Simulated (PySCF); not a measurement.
## How methods differ on the excitation energy of Cl+

Cl+ [Ne] 3s2 3p4 (3P) → Cl+ [Ne] 3s1 3p4 3d1 (high-spin determinant), as a difference of total energies. All numbers are calculated (PySCF 2.14, the non-relativistic Hamiltonian (point nucleus), in dyall-acv3z (19s12p6d4f, 113 functions)). Correlated levels: valence: [Ne] frozen; valence and next inner shell: 1s2 frozen; virtual orbitals above 40 to 60 times the deepest correlated orbital energy dropped. The calculations carry no spin-orbit coupling.

```json
{"method": "UHF", "excitation energy (eV)": "24.748"}
{"method": "LDA", "excitation energy (eV)": "25.219"}
{"method": "PBE", "excitation energy (eV)": "24.932"}
{"method": "PBE0", "excitation energy (eV)": "25.168"}
{"method": "r2SCAN", "excitation energy (eV)": "24.759"}
{"method": "M06-2X", "excitation energy (eV)": "25.677"}
{"method": "LC-wPBE", "excitation energy (eV)": "25.326"}
{"method": "PW91", "excitation energy (eV)": "24.942"}
{"method": "MP2 (valence)", "excitation energy (eV)": "25.272"}
{"method": "SCS-MP2 (valence)", "excitation energy (eV)": "25.447"}
{"method": "MP2 (valence and next inner shell)", "excitation energy (eV)": "25.385"}
{"method": "SCS-MP2 (valence and next inner shell)", "excitation energy (eV)": "25.530"}
```

**Question.** How much does correlation contribute at MP2 (valence and next inner shell)?

**Answer.** 25.385 − (24.748) = 0.637 eV, measured against UHF.

The upper state lies above the first ionisation limit, where it may autoionise and the basis confines it.

The promoted electron is Rydberg-like, and one or two diffuse shells describe it only roughly, which tends to raise the upper state.

The determinant of the upper state mixes LS terms, which raises its energy above the lowest term, most at the Hartree-Fock and MP2 levels.
